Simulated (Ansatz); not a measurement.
A single point on H$_{5}$O$_{3}$Si$_{2}$, SMILES `O[SiH][SiH](O)O` radical.

```yaml
crystal:
  periodic: [false, false, false]
  atoms:
    - {symbol: O, position_ang: [-1.690753, -0.243794, -1.927733]}
    - {symbol: Si, position_ang: [-0.447536, -1.091862, -1.232458]}
    - {symbol: Si, position_ang: [0.534849, 0.174845, 0.462905]}
    - {symbol: O, position_ang: [1.301961, -0.857935, 1.489502]}
    - {symbol: O, position_ang: [-0.808656, 0.893169, 1.103142]}
    - {symbol: H, position_ang: [-2.226627, 0.253529, -1.304022]}
    - {symbol: H, position_ang: [0.445488, -1.497428, -2.353811]}
    - {symbol: H, position_ang: [1.513864, 1.252886, 0.116759]}
    - {symbol: H, position_ang: [2.069745, -0.526519, 1.957031]}
    - {symbol: H, position_ang: [-0.692324, 1.643100, 1.688686]}
basis:
  gaussian: {orbitals: def2-QZVPP}
magnetization: {spin_polarized: true, initial_magnetization: 1}
correlation: {method: mp2}
scf: {omitted_lower_state_checks: [cluster_reference]}
```

```sh
$ ansatz run in.yaml --threads 2 --pin off --events-out ev --progress --plain --max-ram 32768MiB --backend cuda --devices 0, --max-vram 18GiB
```

It prints (some lines left out):

```
Functional definition: HF
2792 factors; integrals over basis functions are off by at most 6.5e-4 eV
mean field evaluation 1: about -21915.7042 eV, gradient 4.2e1 eV
mean field evaluation 2: about -21915.7063 eV, gradient 4.2e1 eV
mean field evaluation 4: about -21922.2797 eV, gradient 3.1e0 eV
mean field evaluation 8: about -21922.4139 eV, gradient 2.3e-1 eV
mean field -21922.41541004 eV, -805.6339067722 hartree, gradient 8.8e-6 eV, S^2 0.762015; 0 other end points of the search recorded, 0 dependent functions left out
13 core orbitals not correlated: weight in the atoms' cores, before any rotation towards them, 1.000 or more for the frozen orbitals, at most 0.000 for the correlated occupied ones
reference -21922.41541004 eV, -805.6339067722 hartree; 16, 15 occupied and 432, 433 virtual orbitals, 2792 factors
second order -27.69579165 eV of doubles, -0.00000000 eV of singles
Total energy: -21950.11120169 eV, -806.6517083425 hartree
Checks for a lower state left out: cluster_reference
```

Hardware: 2 threads of an AMD EPYC 7R13 on a shared host and a share of an NVIDIA H100 80 GB. Wall time 6.5 s, peak host memory 0.97 GiB.
